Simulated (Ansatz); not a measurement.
Consider the redistribution: `[Cl][InH][SeH]` + `C#[C][GeH]([CH3])[F]` → `C#[C][InH][Cl]` + `[CH3][GeH]([F])[SeH]`.

Program: Ansatz. Geometries: PBE0-D4/def2-TZVP. ΔE: electronic, gas phase. CCSD(T)/CBS is the MP2 limit (def2-TZVPP, def2-QZVPP) plus CCSD(T) − MP2 in def2-TZVPP, frozen cores. DFT in def2-TZVPP. HSE06 is defined as in plane-wave codes. Elements past krypton have def2 core potentials. For Ge, In, Se outer-core shells are correlated without core-valence functions, which leaves a few kJ/mol of doubt a bond. Scalar relativity is left out up to krypton. One conformer a species, not always the lowest.

`[Cl][InH][SeH]`:

Z-matrix (Å, degrees):
```
In
Cl 1 2.330
Se 1 2.485 2 110.9
H 1 1.702 2 119.0 3 180.0
H 3 1.470 1 91.8 2 180.0
```

`C#[C][GeH]([CH3])[F]`:

```xyz
10

C    -2.003    0.336   -1.760
C    -1.033   -0.056   -1.161
Ge    0.463   -0.664   -0.165
C     0.764    0.424    1.401
F     1.847   -0.456   -1.203
H    -2.854    0.683   -2.300
H     0.354   -2.173    0.089
H    -0.087    0.347    2.080
H     1.665    0.093    1.918
H     0.884    1.465    1.100
```

`C#[C][InH][Cl]`:

```xyz
6

C     0.622   -0.004    1.905
C     0.180    0.009    0.781
In   -0.613    0.036   -1.132
Cl    1.002   -0.254   -2.786
H     1.021   -0.017    2.894
H    -2.212    0.231   -1.662
```

`[CH3][GeH]([F])[SeH]`:

Z-matrix (Å, degrees):
```
C
Ge 1 1.935
H 1 1.090 2 110.1
H 1 1.090 2 109.5 3 120.1
H 1 1.091 2 109.4 3 -120.4
F 2 1.746 1 105.5 3 178.7
Se 2 2.341 1 113.1 3 -62.4
H 2 1.535 1 116.4 3 62.2
H 7 1.469 2 92.4 1 -37.2
```

(1) Is it downhill or uphill in electronic energy at CCSD(T)/CBS, and by how much? (An estimate is asked.)

(2) What do these levels give: HSE06-D4, BHLYP-D4, HF/def2-TZVPP, CCSD(T)/def2-TZVPP, HF/def2-QZVPP, SCS-MP2/def2-QZVPP? (Best estimate.)

Largest T1 diagnostic among the species: 0.014.

Results:

(1) Ansatz gave: Uphill: ΔE = +0.45 eV.

(2) Computed: HSE06-D4 0.45, BHLYP-D4 0.47, HF/def2-TZVPP 0.49, CCSD(T)/def2-TZVPP 0.42, HF/def2-QZVPP 0.49, SCS-MP2/def2-QZVPP 0.45 eV.

Leaving LDA and LC-ωPBE aside and taking each functional with its dispersion term where it has one, the values, not all of them listed here, spread over 0.06 eV, from revPBE-D4 to BHLYP-D4. In def2-TZVPP, CCSD(T) changes the Hartree–Fock value by −0.07 eV (the triples alone add −0.01 eV) and MP2 by −0.06 eV. At CCSD(T), def2-SVP lies +0.04 eV from the extrapolated value and def2-TZVPP −0.03 eV.
